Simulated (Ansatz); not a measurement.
Reaction (atomization): `[OH][Ga]([OH])[SH]` → Ga• + 3 H• + 2 O• + S•

Isolated molecules relaxed with PBE0-D4/def2-TZVP in Ansatz; ΔE leaves out vibrations. CCSD(T)/CBS adds triple-zeta CCSD(T) − MP2 to the extrapolated MP2 energy (def2 sets, frozen cores). This one scheme is used for every species, atoms too. Functionals use def2-TZVPP. B3LYP here is the variant with VWN-RPA as its local correlation; programs differ in this. Open shells (•) are unrestricted, without spin–orbit coupling. Spin–orbit coupling would lower the free atoms: a little for O, S; clearly for Ga. For Ga outer-core shells are correlated without core-valence functions, so the limit isn't a true one: a few kJ/mol of doubt a bond, and 10 to 20 or more in all where bonds break to atoms. Scalar relativity is left out up to krypton. Each species was taken in one conformer, which may not be the lowest.

**Question.** What is ΔE at CCSD(T)/CBS? (Estimate.)

**Answer.** Computed: +2349.1 kJ/mol.

**Question.** What do these levels give: B3LYP-D4, r2SCAN, PBE0, MP2/def2-TZVPP, MP2/def2-QZVPP, CCSD/CBS(def2)? (Estimate.)

**Answer.** Computed: B3LYP-D4 2287.0, r2SCAN 2333.5, PBE0 2279.2, MP2/def2-TZVPP 2357.2, MP2/def2-QZVPP 2398.9, CCSD/CBS(def2) 2300.5 kJ/mol.

Largest T1 diagnostic among the species: 0.014.

The D4 term adds +22.8 kJ/mol with B3LYP and +11.9 kJ/mol with PBE0; it sums over pairs of atoms, weighted by their polarisabilities, and B3LYP, whose exchange is more repulsive, gets the larger term. From PBE to PBE0 (25 % exact exchange), in def2-TZVPP and without D4, ΔE moves by −67.5 kJ/mol: exact exchange takes away binding that semilocal exchange gives to molecules.

For atomizations the MP2-based limit and the directly extrapolated one differ by several kJ/mol either way, and by 10 to 25 for some Ge, Se and Sn compounds, so smaller differences from it don't rank the levels.
